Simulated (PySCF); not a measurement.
## Co (cobalt, neutral): UHF calculation

Configuration: [Ar] 3d7 4s1 4p1, one real determinant (an excited configuration). All numbers are calculated (PySCF 2.14, no relativity, point nucleus, in aug-cc-pwCVTZ (10s9p7d4f3g, 127 functions)).

- Total energy: -1381.363025 hartree
- One-electron energy: -1912.5759 hartree
- Hartree (Coulomb) energy: 589.2867 hartree
- Exchange energy: -58.0738 hartree
- Kinetic energy: 1381.37693 hartree
- ⟨S²⟩: 8.7524
- ⟨L²⟩: 14.017
- Sum of ⟨r⟩: 22.48 bohr
- Sum of ⟨r²⟩: 44.27 bohr²
- Traceless quadrupole moment −½Σ⟨3z² − r²⟩ along its main axis: -7.93 e·bohr²
- Density at the nucleus (Gaussians lack the cusp): 13300 bohr⁻³
- Spin density at the nucleus: 3.97 bohr⁻³
- Langevin diamagnetic susceptibility: -35.1 ×10⁻⁶ cm³/mol

| shell | electrons | mean orbital energy (hartree) | spread (hartree) | rms radius, mean of both spins (bohr) |
| --- | --- | --- | --- | --- |
| 1s α | 1 | -283.11324 | 0 | 0.0659 |
| 1s β | 1 | -283.10938 | 0 | 0.0659 |
| 2s α | 1 | -34.96557 | 0 | 0.279 |
| 2s β | 1 | -34.86046 | 0 | 0.279 |
| 2p α | 3 | -30.21603 | 0.00711 | 0.250 |
| 2p β | 3 | -30.11653 | 0.00272 | 0.250 |
| 3s α | 1 | -4.71299 | 0 | 0.840 |
| 3s β | 1 | -4.42286 | 0 | 0.840 |
| 3p α | 3 | -3.22464 | 0.01458 | 0.893 |
| 3p β | 3 | -2.88355 | 0.01985 | 0.893 |
| 3d α | 5 | -0.76507 | 0.05816 | 1.16 |
| 3d β | 2 | -0.62951 | 0.00472 | 1.16 |
| 4s α | 1 | -0.36809 | 0 | 3.21 |
| 4p α | 1 | -0.19091 | 0 | 4.23 |

⟨L²⟩ = 14.02 against 20 for a pure G term, so this real determinant mixes terms.

Spin-orbit constants ζ (cm⁻¹) from the X2C one-electron operator on these orbitals (non-relativistic here): bare nucleus, nucleus screened by l(l+1)(2l+1)/3 electrons, and screened by the Breit-Pauli mean field of the electrons.

```json
{"shell": "2p", "bare": "80140", "screened nucleus": "74210", "mean field": "n/a"}
{"shell": "3p", "bare": "9790", "screened nucleus": "9065", "mean field": "n/a"}
{"shell": "3d", "bare": "947.6", "screened nucleus": "596.7", "mean field": "n/a"}
{"shell": "4p", "bare": "279.0", "screened nucleus": "258.3", "mean field": "n/a"}
```

To first order the Landé constant is A = -76.58 cm⁻¹, so the lowest level has J = 13/2 and lies 0.0950 eV below the centre of the term. This holds in LS coupling only.
